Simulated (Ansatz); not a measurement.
`[CH3][In]([F])[Cl]` + H₂O → `[CH3][In]([OH])[F]` + HCl at 298.15 K and 1 bar (formal hydrolysis of the In–Cl bond).

Program: Ansatz. Geometries: PBE0-D4/def2-TZVP. ΔE: electronic, gas phase. CCSD(T)/CBS is the MP2 limit (def2-TZVPP, def2-QZVPP) plus CCSD(T) − MP2 in def2-TZVPP, frozen cores. This one scheme is used for every species. def2 core potentials past Kr. For In outer-core shells are correlated without core-valence functions, which leaves a few kJ/mol of doubt a bond. Each species was taken in one conformer, which may not be the lowest.

```
             species  CCSD(T)/CBS energy (Eh)  H − E (kJ/mol)  S (J/(mol·K))
`[CH3][In]([F])[Cl]`               -789.33016           121.3          366.4
                 H₂O                -76.37941            66.4          188.7
`[CH3][In]([OH])[F]`               -405.29320           153.3          364.6
                 HCl               -460.38127            26.6          186.8
```

H − E and S are ideal-gas, rigid-rotor, harmonic terms from PBE0-D4/def2-TZVP, for one conformer and one mirror image of each species. 1 Eh = 2625.50 kJ/mol, R = 8.31446 J/(mol·K).

Task: By hand: ΔE, ΔH, ΔS and ΔG.

Result: ΔE = (-405.29320) + (-460.38127) − (-789.33016) − (-76.37941) = 0.03510 Eh = 92.2 kJ/mol. Δ(H − E) = 153.3 + 26.6 − 121.3 − 66.4 = -7.8, so ΔH = 84.4 kJ/mol. ΔS = 364.6 + 186.8 − 366.4 − 188.7 = -3.7 J/(mol·K). ΔG = 84.4 − 298.15 × (-3.7)/1000 = 85.5 kJ/mol.

Task: By hand: the equilibrium constant, and the temperature at which ΔG would vanish if ΔH and ΔS stayed fixed.

Result: log₁₀ K = −ΔG/(RT ln 10) = -15.0. ΔH and −TΔS have one sign here, so there is no such temperature.

The number of gas molecules stays the same, so ΔS is small and ΔH decides. A doubt of 5 kJ/mol in ΔE shifts log₁₀ K by 0.9 here. Other conformers and mirror images would add mixing entropy, several J/(mol·K) or more a flexible species. Modes under 60 cm⁻¹, often nearly free rotors, make the harmonic entropy too high. These are equilibria of isolated gas molecules and say nothing of rates. Largest T1 diagnostic: 0.016 (customary marks: 0.02 for closed shells, 0.045 for open ones).

ΔS is within the doubt of such terms, so its sign, and with it that verdict, could turn.
